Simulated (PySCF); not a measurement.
Input for PySCF: D3(BJ) and D4 dispersion corrections on propylene glycol (SMILES CC(O)CO).

```python
from pyscf import gto
from pyscf.dispersion import dftd3, dftd4

mol = gto.M(
    atom='''
    C     1.55616200   -0.25820965   -0.23046827
    C     0.26115966    0.38409057    0.22502636
    O    -0.05928958    1.43060837   -0.68211307
    C    -0.88734213   -0.61285243    0.28852972
    O    -2.12012289    0.03855343    0.60173106
    H     1.43178187   -0.69980261   -1.22086893
    H     2.34545123    0.49102891   -0.28902664
    H     1.87072319   -1.03736589    0.46652057
    H     0.40328795    0.80581298    1.23416761
    H    -0.99285320    1.64100501   -0.54564018
    H    -1.03412685   -1.06295954   -0.69462277
    H    -0.66606943   -1.40941398    1.00734455
    H    -2.10876179    0.28950485    1.53222277
    ''',
    basis='def2-svp',
    charge=0, spin=0, verbose=0, max_memory=1800)
d3, d4 = {}, {}
for xc in ['hf', 'pbe', 'blyp', 'revpbe', 'tpss', 'r2scan', 'b3lyp', 'pbe0', 'bhlyp', 'camb3lyp', 'b2plyp']:
    d3[xc] = float(dftd3.DFTD3Dispersion(mol, xc=xc, version='d3bj', atm=False).get_dispersion()['energy'])
    print(f'D3(BJ) {xc:10s} {d3[xc]:14.8f} Eh')
for xc in ['hf', 'pbe', 'blyp', 'revpbe', 'tpss', 'r2scan', 'b3lyp', 'pbe0', 'bhlyp', 'camb3lyp', 'b2plyp']:
    d4[xc] = float(dftd4.DFTD4Dispersion(mol, xc={'camb3lyp': 'cam-b3lyp'}.get(xc, xc), atm=True).get_dispersion()['energy'])
    print(f'D4     {xc:10s} {d4[xc]:14.8f} Eh')
```

Output:

```
D3(BJ) hf            -0.06604322 Eh
D3(BJ) pbe           -0.00858709 Eh
D3(BJ) blyp          -0.01747976 Eh
D3(BJ) revpbe        -0.02255713 Eh
D3(BJ) tpss          -0.01051063 Eh
D3(BJ) r2scan        -0.00235591 Eh
D3(BJ) b3lyp         -0.01414457 Eh
D3(BJ) pbe0          -0.00713957 Eh
D3(BJ) bhlyp         -0.01054486 Eh
D3(BJ) camb3lyp      -0.00601964 Eh
D3(BJ) b2plyp        -0.00622347 Eh
D4     hf            -0.03042827 Eh
D4     pbe           -0.00779037 Eh
D4     blyp          -0.01764311 Eh
D4     revpbe        -0.02824545 Eh
D4     tpss          -0.01055857 Eh
D4     r2scan        -0.00199676 Eh
D4     b3lyp         -0.01235376 Eh
D4     pbe0          -0.00647562 Eh
D4     bhlyp         -0.00820283 Eh
D4     camb3lyp      -0.00639091 Eh
D4     b2plyp        -0.00543249 Eh
```

The run finished.

Cost: roughly 0.06 core-seconds.
